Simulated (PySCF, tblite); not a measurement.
Isomers of C5H13FSi2, one GFN2-xTB conformer each. Single-point energies are computed at PBE0/pcSseg-1 (PySCF, gas phase, no added dispersion term), electronic only.

```csv
SMILES,GFN2-xTB relative energy (kcal/mol)
F[C@@H]1[SiH2]CC[C@H]1C[SiH3],0.0
C=C(F)C[SiH2]CC[SiH3],22.7
```

Conformers: `[F:1][C@@H:2]1[SiH2:3][CH2:4][CH2:5][C@H:6]1[CH2:7][SiH3:8]` with C5–C6–C7–Si8 -179°, F1–C2–Si3–C4 -130°, C2–Si3–C4–C5 -16°, Si3–C4–C5–C6 40°, C4–C5–C6–C7 -175°; `[CH2:1]=[C:2]([F:3])[CH2:4][SiH2:5][CH2:6][CH2:7][SiH3:8]` with C1–C2–C4–Si5 -107°, C2–C4–Si5–C6 65°, C4–Si5–C6–C7 179°, Si5–C6–C7–Si8 -178°.

Task: What does PBE0/pcSseg-1 give for the same structures?

Result: 
```csv
SMILES,PBE0/pcSseg-1 E (Eh),PBE0/pcSseg-1 (kcal/mol),GFN2-xTB (kcal/mol),point group
F[C@@H]1[SiH2]CC[C@H]1C[SiH3],-876.53631,0.0,0.0,C1
C=C(F)C[SiH2]CC[SiH3],-876.52157,9.2,22.7,C1
```

Both levels put the same isomer lowest. As drawn, the higher has a C=C bond outside aromatic rings, which the lower lacks.

Task: Which frontier levels, dipoles and rotational constants go with these structures?

Result: 
```csv
SMILES,"HOMO (eV, PBE0/pcSseg-1)",LUMO (eV),dipole (D),"A, B, C (MHz)"
F[C@@H]1[SiH2]CC[C@H]1C[SiH3],-7.88,0.53,2.48,"2583, 874.6, 693.7"
C=C(F)C[SiH2]CC[SiH3],-7.10,0.35,1.53,"2539, 513.2, 468.6"
```

Task: What happens when harmonic zero-point energies from GFN2-xTB frequencies are added?

Result: 
```
                       SMILES  ZPE (kcal/mol)  electronic (kcal/mol)  with ZPE (kcal/mol)
F[C@@H]1[SiH2]CC[C@H]1C[SiH3]           100.7                    0.0                  0.0
        C=C(F)C[SiH2]CC[SiH3]            98.1                    9.2                  6.6
```

The zero-point energies span 2.6 kcal/mol. The order is unchanged.

Task: As an exercise, what shares would exp(−E/RT) give at 2000 K from these electronic energies alone (no entropy, no degeneracies)?

Result: RT = 3.974 kcal/mol: F[C@@H]1[SiH2]CC[C@H]1C[SiH3] 91.1 %, C=C(F)C[SiH2]CC[SiH3] 8.9 %.
